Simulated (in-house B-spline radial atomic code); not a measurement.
Configurations of Co V (Co4+), with energies counted from [Ar] 3d5. Level of theory: scalar-relativistic (X2C) HSE06, spin-polarised, spherical fractional occupations, exact exchange averaged over the configuration, Fermi nucleus of rms radius 3.7875 fm; calculated with a B-spline radial code for spherical atoms. Shells without spins written out take the highest spin.

Occupations are held fixed; configurations that lie above the ionisation limit could autoionise.

| configuration | E - E(ref) (eV) | highest orbital | its <r> (bohr) |
| --- | --- | --- | --- |
| [Ar] 3d4 4f1 | 57.421 | 4f up | 3.377 |
| [Ne] 3s2 3p5 3d6 | 59.681 | 3d down | 0.8949 |
| [Ne] 3s2 3p5 3d5 4s1 | 77.455 | 4s up | 1.94 |
| [Ne] 3s2 3p5 3d5 4p1 | 86.828 | 4p up | 2.149 |

(1) Order these further configurations by energy, lowest first.
A. [Ar] 3d4 4p1
B. [Ar] 3d4 4s1
C. [Ne] 3s2 3p5 3d5 4d1
D. [Ne] 3s2 3p5 3d5 4f1

Results:

(1) B (25.05 eV), A (34.364 eV), C (100.24 eV), D (110.09 eV).
